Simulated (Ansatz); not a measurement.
Basis-set extrapolation for `CO[Si]1(Cl)CO1` (PBE0-D4/def2-TZVP geometry, frozen core, Ansatz). Multiplicity 1, RHF reference.

```tsv
	def2-TZVPP	def2-QZVPP
HF	-977.002938	-977.036242
MP2 correlation	-1.108100	-1.196903
CCSD(T) correlation	-1.195599	not run
```

Energies in hartree. Use E(X) = E(∞) + A·exp(−7.88·√X) for Hartree–Fock and E(X) = E(∞) + B·X^(−2.97) for correlation, with X = 3 and 4, and add CCSD(T) minus MP2 of the smaller set to the MP2 limit.

**Question.** What is the CCSD(T) energy at the basis-set limit?

**Answer.** HF limit: -977.036242 + (-0.033304) × 0.13774 = -977.04083. MP2 limit: -1.196903 + (-0.088803) × 0.74074 = -1.26268. Higher-order term: -1.195599 − (-1.108100) = -0.08750. Total: -978.39101 hartree, 5.24 eV below CCSD(T)/def2-TZVPP.
